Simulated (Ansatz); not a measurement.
C₄H₂F₂Si, SMILES `C#C[Si](F)(F)C#C`, charge 0, multiplicity 1.

(1) Give a relaxed structure at PBE0-D4/def2-TZVP (the Gaussian-basis code of Ansatz). (An estimate is asked.)

## Answers

(1) Ansatz gave: 
Cartesian coordinates in Å:
```
C -0.224 -1.117 -2.341
C 0.069 -0.358 -1.453
Si 0.491 0.756 -0.100
F -0.065 2.199 -0.418
F 2.061 0.875 0.010
C -0.178 0.191 1.475
C -0.634 -0.206 2.517
H -0.482 -1.787 -3.130
H -1.037 -0.554 3.441
```
Point group C2v.
This is one stationary point; other conformers may exist.
